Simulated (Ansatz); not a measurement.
(Cl2Al-mu-PSiH3)2 (Al₂Si₄P₂H₁₂Cl₄). The state is a triplet with charge 0. Geometry PBE-D4/def2-SVP, that of the neutral singlet; atoms count from 1.

```xyz
24

Al   -0.515    1.628   -0.055
Cl   -2.594    2.039    0.206
Cl    0.885    3.207   -0.372
P    -0.199   -0.115   -1.692
Si    1.243    0.407   -3.350
Si   -2.158   -0.922   -2.479
Al    0.745   -1.534    0.014
Cl   -0.487   -3.251    0.324
Cl    2.850   -1.732   -0.272
P     0.278    0.149    1.678
Si   -1.371   -0.476    3.092
Si    2.100    0.917    2.769
H     1.540   -0.838   -4.136
H     2.475    0.939   -2.687
H     0.609    1.442   -4.234
H    -1.883   -2.152   -3.295
H    -2.991   -1.246   -1.277
H    -2.812    0.131   -3.325
H    -0.866   -1.586    3.966
H    -2.507   -0.937    2.233
H    -1.767    0.707    3.926
H     1.705    2.120    3.576
H     3.104    1.272    1.718
H     2.615   -0.168    3.670
```

At PBE0-D4/def2-SVP a singlet of charge 0 lies 5.04 eV below the triplet at the same geometry.

Problem. Estimate the Mulliken populations from the PBE0/def2-SVP orbitals of Ansatz.

Solution. 
```tsv
atom	charge (e)	spin (α − β)
Al1	0.64	0.24
Cl2	-0.26	0.06
Cl3	-0.25	0.06
P4	-0.59	0.49
Si5	0.30	0.04
Si6	0.31	0.02
Al7	0.64	0.25
Cl8	-0.26	0.06
Cl9	-0.25	0.06
P10	-0.59	0.49
Si11	0.31	0.02
Si12	0.30	0.04
H13	-0.03	0.02
H14	-0.01	0.00
H15	-0.03	0.02
H16	-0.03	0.02
H17	-0.01	0.00
H18	-0.03	0.02
H19	-0.03	0.02
H20	-0.01	0.00
H21	-0.03	0.02
H22	-0.03	0.02
H23	-0.01	0.00
H24	-0.03	0.02
```
Mulliken values and Mayer orders depend strongly on the basis.

Problem. Where does the spin sit?

Solution. Summed by element: Al 0.49, Cl 0.24, P 0.98, Si 0.12, H 0.17, of 2 unpaired in all. Largest on single atoms: P10 0.49, P4 0.49, Al7 0.25.

Problem. And the Mayer bond orders between bonded heavy atoms (over 0.3)?

Solution. Al1–Cl2 1.04 (2.14 Å); Al1–Cl3 1.05 (2.13 Å); Al1–P4 0.62 (2.41 Å); Al1–P10 0.62 (2.41 Å); P4–Si5 0.77 (2.26 Å); P4–Si6 0.79 (2.26 Å); P4–Al7 0.62 (2.41 Å); Al7–Cl8 1.04 (2.14 Å); Al7–Cl9 1.05 (2.13 Å); Al7–P10 0.62 (2.41 Å); P10–Si11 0.79 (2.26 Å); P10–Si12 0.77 (2.26 Å).
